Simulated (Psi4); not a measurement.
C₄H₁₅NSi₂, singlet, geometry from GFN2-xTB, atoms displaced at random by about 0.08 Å a coordinate; Psi4 with PBE/STO-3G, gradient.

The Psi4 input:
```
memory 2 GB

molecule {
0 1
Si   -1.44976825    0.19107948   -0.04426987
C    -3.05131031    0.80931279    0.63108543
C    -1.29092815   -1.51702281    0.82102806
C     0.11074659    1.22578539    0.04037172
C     1.02581585    1.18927016   -0.78193633
Si    2.24691157   -0.53354106   -0.90349026
N     2.34025836   -0.87792809    0.92962039
H    -1.63168311   -0.17771605   -1.66387281
H    -2.99020269    1.05826271    1.57685088
H    -3.98267421    0.17551204    0.40381300
H    -3.26841767    1.80242685    0.04175580
H    -0.31258897   -2.04304831    0.44033874
H    -2.15824964   -2.17743295    0.54463017
H    -1.12086830   -1.53566333    1.89896654
H    -0.45745106    2.17616392    0.05756672
H     0.38399643    1.08201862    1.22662908
H     0.66242352    1.41285922   -1.62924995
H     1.83665730    1.99271153   -0.46487856
H     3.49404359   -0.20044933   -1.41631778
H     1.36490558   -1.44995092   -1.56434630
H     1.64063154   -0.89164350    1.46007496
H     2.90977432   -1.68049481    1.13009576
symmetry c1
no_reorient
no_com
}

set {
  basis sto-3g
}

gradient('pbe')
print_variables()
```

It wrote (shortened):

```
gradient() will perform analytic gradient computation.

   => Loading Basis Set <=

    Name: STO-3G
    Role: ORBITAL
    Keyword: BASIS

         ---------------------------------------------------------
                                   SCF
               by Justin Turney, Rob Parrish, Andy Simmonett
                          and Daniel G. A. Smith
                              RKS Reference
         ---------------------------------------------------------

  ==> Geometry <==

    Molecular point group: c1
    Full point group: C1

    Geometry (in Angstrom), charge = 0, multiplicity = 1:

       Center              X                  Y                   Z               Mass
    ------------   -----------------  -----------------  -----------------  -----------------
         SI          -1.449768250000     0.191079480000    -0.044269870000    27.976926534650
         C           -3.051310310000     0.809312790000     0.631085430000    12.000000000000
         C           -1.290928150000    -1.517022810000     0.821028060000    12.000000000000
         C            0.110746590000     1.225785390000     0.040371720000    12.000000000000
         C            1.025815850000     1.189270160000    -0.781936330000    12.000000000000
         SI           2.246911570000    -0.533541060000    -0.903490260000    27.976926534650
         N            2.340258360000    -0.877928090000     0.929620390000    14.003074004430
         H           -1.631683110000    -0.177716050000    -1.663872810000     1.007825032230
         H           -2.990202690000     1.058262710000     1.576850880000     1.007825032230
         H           -3.982674210000     0.175512040000     0.403813000000     1.007825032230
         H           -3.268417670000     1.802426850000     0.041755800000     1.007825032230
         H           -0.312588970000    -2.043048310000     0.440338740000     1.007825032230
         H           -2.158249640000    -2.177432950000     0.544630170000     1.007825032230
         H           -1.120868300000    -1.535663330000     1.898966540000     1.007825032230
         H           -0.457451060000     2.176163920000     0.057566720000     1.007825032230
         H            0.383996430000     1.082018620000     1.226629080000     1.007825032230
         H            0.662423520000     1.412859220000    -1.629249950000     1.007825032230
         H            1.836657300000     1.992711530000    -0.464878560000     1.007825032230
         H            3.494043590000    -0.200449330000    -1.416317780000     1.007825032230
         H            1.364905580000    -1.449950920000    -1.564346300000     1.007825032230
         H            1.640631540000    -0.891643500000     1.460074960000     1.007825032230
         H            2.909774320000    -1.680494810000     1.130095760000     1.007825032230

  Running in c1 symmetry.

  Rotational constants: A =      0.09557  B =      0.02983  C =      0.02589 [cm^-1]
  Rotational constants: A =   2865.15389  B =    894.26961  C =    776.03282 [MHz]
  Nuclear repulsion =  464.764124853561100

  Charge       = 0
  Multiplicity = 1
  Electrons    = 74
  Nalpha       = 37
  Nbeta        = 37

  ==> Algorithm <==

  SCF Algorithm Type is DF.
  DIIS enabled.
  MOM disabled.
  Fractional occupation disabled.
  Guess Type is SAD.
  Energy threshold   = 1.00e-08
  Density threshold  = 1.00e-08
  Integral threshold = 1.00e-12

  ==> Primary Basis <==

  Basis Set: STO-3G
    Blend: STO-3G
    Number of shells: 40
    Number of basis functions: 58
    Number of Cartesian functions: 58
    Spherical Harmonics?: true
    Max angular momentum: 1

  ==> DFT Potential <==

   => LibXC <=

    Version 7.1.2
    S. Lehtola, C. Steigemann, M. J. T. Oliveira, and M. A. L. Marques,  SoftwareX 7, 1–5 (2018) (10.1016/j.softx.2017.11.002)

   => Composite Functional: PBE <=

    PBE GGA Exchange-Correlation Functional

    J.P. Perdew et. al., Phys. Rev. Lett., 77(18), 3865-3868, 1996

[...]
  @DF-RKS Final Energy:  -785.03651136355313
    Total Energy =                       -785.0365113635531316
[...]

  Basis Set: STO-3G
    Blend: STO-3G
    Number of shells: 40
    Number of basis functions: 58
    Number of Cartesian functions: 58
    Spherical Harmonics?: true
    Max angular momentum: 1

  ==> DFJKGrad: Density-Fitted SCF Gradients <==

    Gradient:                    1
    J tasked:                  Yes
    K tasked:                   No
    wK tasked:                  No
    Integrals threads:           1
    Schwarz Cutoff:          1E-12
    Fitting Condition:       1E-10

   => Auxiliary Basis Set <=

  Basis Set: (STO-3G AUX)
    Blend: DEF2-UNIVERSAL-JKFIT
    Number of shells: 291
    Number of basis functions: 903
    Number of Cartesian functions: 1059
    Spherical Harmonics?: true
    Max angular momentum: 4

  ==> DFT Potential <==

   => LibXC <=

    Version 7.1.2
    S. Lehtola, C. Steigemann, M. J. T. Oliveira, and M. A. L. Marques,  SoftwareX 7, 1–5 (2018) (10.1016/j.softx.2017.11.002)

   => Composite Functional: PBE <=

    PBE GGA Exchange-Correlation Functional

    J.P. Perdew et. al., Phys. Rev. Lett., 77(18), 3865-3868, 1996

    Deriv               =              1
    GGA                 =           TRUE
    Meta                =          FALSE

    Exchange Hybrid     =          FALSE
    MP2 Hybrid          =          FALSE

   => Exchange Functionals <=

    1.0000     XC_GGA_X_PBE

   => Correlation Functionals <=

    1.0000     XC_GGA_C_PBE

   => LibXC Density Thresholds  <==

    XC_GGA_C_PBE:  1.00E-12
    XC_GGA_X_PBE:  1.00E-15

   => Molecular Quadrature <=

    Radial Scheme          =       TREUTLER
    Pruning Scheme         =           NONE
    Nuclear Scheme         =       TREUTLER

    Blocking Scheme        =         OCTREE
    BS radius alpha        =              1
    Pruning alpha          =              1
    Radial Points          =             75
    Spherical Points       =            302
    Total Points           =         460698
    Total Blocks           =           3383
    Max Points             =            256
    Max Functions          =             53
    Weights Tolerance      =       1.00E-15

  -Total Gradient:
     Atom            X                  Y                   Z
    ------   -----------------  -----------------  -----------------
       1        0.008544726332     0.085390986045     0.071149494706
       2        0.048298521650    -0.025296695463     0.160867545051
       3       -0.044237981317     0.024265311528     0.037272148958
       4        0.307626477108    -0.006029443142    -0.359566399740
       5       -0.416267123167     0.055494564624     0.092147266604
       6        0.090330115962    -0.053741723103    -0.095517136110
       7       -0.202728963732    -0.030829652199     0.206487520528
       8       -0.003067865709    -0.015642034874    -0.062510377630
       9       -0.002418585205    -0.027956941638    -0.127777828814
      10       -0.033157429556    -0.009653926621    -0.010702072817
      11       -0.003690439577     0.032099978473    -0.025734485803
      12        0.038209313000    -0.014994911297    -0.006367701399
      13       -0.012279134087    -0.008323288538    -0.007487766190
      14        0.010669827323    -0.008313776320    -0.012212761007
      15       -0.010054725682    -0.018430823767    -0.002952432775
      16        0.004369162636    -0.010550887757     0.059116173963
      17        0.045852504038    -0.040642045271     0.176433606258
      18        0.024218638590     0.025657463408     0.025590645635
      19       -0.033263033972     0.000816273383     0.016661919342
      20       -0.003096739203     0.016567730461     0.015503480867
      21        0.211111185648    -0.000268661135    -0.139596756544
      22       -0.024946577119     0.030386789168    -0.010841157146

  Variable Map:
  ----------------------------------------------------------------------------
[...]
  Array Variable Map:
  ----------------------------------------------------------------------------
[...]
[...]
```
